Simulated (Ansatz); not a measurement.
BrFHInS, SMILES `[F][In]([SH])[Br]`, charge 0, multiplicity 1.

Give a relaxed structure at PBE0-D4/def2-TZVP (Ansatz 0.2.0). (Best estimate.)

Ansatz gave: 
Z-matrix (Å, degrees):
```
In
F 1 1.940
Br 1 2.433 2 115.5
S 1 2.350 2 116.5 3 180.0
H 4 1.346 1 91.4 2 0.0
```
Point group Cs.
